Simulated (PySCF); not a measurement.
TDDFT excited states: C7H14

Compound: cycloheptane, C₇H₁₄.
InChI=1S/C7H14/c1-2-4-6-7-5-3-1/h1-7H2

Computed, not measured: TDDFT PBE0/def2-SVPD, vertical, gas phase, core orbitals frozen in the response (PySCF 2.14.0, density-fitted response routines). The structure is a single PBE0-D3(BJ)/def2-SVP conformer in the gas phase; no vibrational or solvent corrections.

```tsv
state	λ (nm)	E (eV)	f	|μ| (D)	symmetry	main configurations (H = HOMO, L = LUMO)
S1	153.5	8.08	0.0060	0.44	B	H→L (93%)
S2	152.2	8.15	0.0001	0.07	–	H-1→L (97%)
S3	150.7	8.23	0.0013	0.20	–	H-2→L (94%)
S4	145.9	8.50	0.0085	0.51	A	H-3→L (83%)
S5	144.4	8.59	0.0045	0.37	A	H→L+1 (82%)
S6	143.7	8.63	0.0062	0.44	B	H→L+2 (43%), H-4→L (31%), H-1→L+1 (16%)
S7	143.4	8.64	0.0008	0.15	–	H-1→L+1 (80%)
S8	143.1	8.66	0.014	0.65	A	H-1→L+2 (47%), H-5→L (28%), H→L+1 (11%)
S9	142.3	8.71	0.0046	0.37	A	H-2→L+1 (95%)
S10	141.1	8.79	0.027	0.90	B	H→L+2 (34%), H-1→L+3 (28%), H-2→L+2 (19%)
```

Triplets, Tamm–Dancoff:

```
state  E (eV)  λ (nm)  main configurations (H = HOMO, L = LUMO)
   T1    7.85   157.8                                 H→L (88%)
   T2    7.93   156.4                               H-1→L (92%)
   T3    8.02   154.7                               H-2→L (89%)
   T4    8.27   149.9                H-3→L (78%), H-3→L+2 (10%)
```

The lowest singlet comes at 153 nm (780 kJ/mol) in the vacuum ultraviolet; it is weak; its leading configuration is HOMO→LUMO (93%). The most intense listed level is S10 at 8.79 eV (141 nm, f = 0.027), 0.71 eV above S1. It is the last of those listed, so stronger ones may follow. Löwdin shares by element: HOMO carbon 42% or more (atoms not listed hold the other 58%); LUMO carbon 27% or more (atoms not listed hold the other 73%). Weighted by f, the mean energy of these states is 8.63 eV. Of the 10 states listed, 2 reach f = 0.01 and 1 stays under 0.0005. Orbital energies (eV): HOMO-3 -8.87, HOMO-2 -8.58, HOMO-1 -8.49, HOMO -8.45, LUMO 0.74, LUMO+1 1.25, LUMO+2 1.29. The vertical ionisation energy (ΔSCF) is 10.28 eV, 1.49 eV above S10. Symmetry labels in C2 follow from the direction of the transition dipole and are given only for states with f of 0.002 or more. Singlets were solved by full linear response, triplets in the Tamm–Dancoff approximation.
